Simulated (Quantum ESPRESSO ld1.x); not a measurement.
Results of a calculation; reference values are marked as such.
Question: Coherent X-ray form factor from a spherical all-electron density. Code: ld1.x of Quantum ESPRESSO 7.5. Model: scalar-relativistic Kohn-Sham, LDA (Slater exchange, Perdew-Wang correlation), spin-polarised, spherical densities, point nucleus.

| sin(theta)/lambda (1/angstrom) | f0 (electrons) |
|---|---|
| 0.05 | 15.938 |
| 0.1 | 15.754 |
| 0.15 | 15.455 |
| 0.2 | 15.055 |
| 0.25 | 14.569 |
| 0.3 | 14.015 |
| 0.4 | 12.782 |
| 0.5 | 11.506 |
| 0.6 | 10.303 |
| 0.8 | 8.367 |
| 1 | 7.079 |
| 1.25 | 6.022 |
| 1.5 | 5.188 |
| 2 | 3.697 |

The species is in the configuration that NIST lists as its ground one. Which atom or ion scatters so?

Answer: The nickel ion Ni12+, [Ne] 3s2 3p4. Extrapolating in s^2 from the first two rows gives f0(0) = 16.0, near the electron count 16; among species with that count, the fall with angle is slower the higher Z, and the table is that of Z = 28; from so few rows the species is fixed only to a neighbour or two.
